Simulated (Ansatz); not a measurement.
Total energies of C₂H₅AlO.

Cartesian coordinates in Å:
```
Al -1.1406 -0.6293 0.6137
C 0.7032 -0.5827 -0.0101
C 0.8421 0.8433 -0.3070
O -0.2751 0.2007 -0.9439
H -2.0630 -1.8411 0.1875
H -1.5387 0.4996 1.6532
H 1.3231 -1.2491 -0.6035
H 1.5830 1.1737 -1.0298
H 0.5659 1.5849 0.4400
```

Total charge 0; spin multiplicity 1. The bonds changed during the relaxation, so this is another structure than the one it started from. The geometry is a stationary point of PBE0-D4/def2-TZVP. Basis def2-TZVPP, the Gaussian-basis code of Ansatz.

RPA on PBE orbitals: Hartree–Fock energy of these orbitals -395.37930 Eh, correlation -1.08307 Eh (frozen core).

```json
{"functional": "LDA (SPW92)", "kind": "LDA", "energy without D4 (Eh)": "-394.54015", "D4 term (kJ/mol)": "–"}
{"functional": "PBE", "kind": "GGA", "energy without D4 (Eh)": "-396.55199", "D4 term (kJ/mol)": "-15.0"}
{"functional": "revPBE", "kind": "GGA", "energy without D4 (Eh)": "-396.77823", "D4 term (kJ/mol)": "-49.2"}
{"functional": "BLYP", "kind": "GGA", "energy without D4 (Eh)": "-396.82789", "D4 term (kJ/mol)": "-33.8"}
{"functional": "r2SCAN", "kind": "meta-GGA", "energy without D4 (Eh)": "-396.76540", "D4 term (kJ/mol)": "-3.5"}
{"functional": "B97M-V", "kind": "meta-GGA with VV10", "energy without D4 (Eh)": "-396.80754", "D4 term (kJ/mol)": "–"}
{"functional": "PBE0", "kind": "global hybrid, 25 % exact exchange", "energy without D4 (Eh)": "-396.58362", "D4 term (kJ/mol)": "-12.5"}
{"functional": "B3LYP", "kind": "global hybrid, 20 %", "energy without D4 (Eh)": "-396.90418", "D4 term (kJ/mol)": "-24.3"}
{"functional": "r2SCANh", "kind": "meta-GGA hybrid, 10 %", "energy without D4 (Eh)": "-396.75453", "D4 term (kJ/mol)": "-3.7"}
{"functional": "r2SCAN0", "kind": "meta-GGA hybrid, 25 %", "energy without D4 (Eh)": "-396.73918", "D4 term (kJ/mol)": "-4.1"}
{"functional": "HSE06 (plane-wave form)", "kind": "screened hybrid", "energy without D4 (Eh)": "-396.56931", "D4 term (kJ/mol)": "-11.6"}
{"functional": "BHLYP", "kind": "global hybrid, 50 %", "energy without D4 (Eh)": "-396.78759", "D4 term (kJ/mol)": "-18.2"}
{"functional": "CAM-B3LYP", "kind": "range-separated hybrid", "energy without D4 (Eh)": "-396.81212", "D4 term (kJ/mol)": "-12.6"}
{"functional": "LC-ωPBE", "kind": "long-range corrected hybrid", "energy without D4 (Eh)": "-396.69935", "D4 term (kJ/mol)": "–"}
{"functional": "ωB97X-V", "kind": "range-separated hybrid GGA with VV10", "energy without D4 (Eh)": "-396.79197", "D4 term (kJ/mol)": "–"}
{"functional": "ωB97M-V", "kind": "range-separated hybrid meta-GGA with VV10", "energy without D4 (Eh)": "-396.79760", "D4 term (kJ/mol)": "–"}
{"functional": "B2PLYP", "kind": "double hybrid", "energy without D4 (Eh)": "-396.63802", "D4 term (kJ/mol)": "–"}
{"functional": "PBE-QIDH", "kind": "double hybrid", "energy without D4 (Eh)": "-396.47303", "D4 term (kJ/mol)": "–"}
```

B3LYP takes the VWN-RPA correlation (the form of Gaussian; ORCA's B3LYP/G). HSE06 is the plane-wave form, built on full-range PBE exchange. The double hybrids freeze the cores in their second-order part.

LC-ωPBE has ω = 0.4 bohr⁻¹.
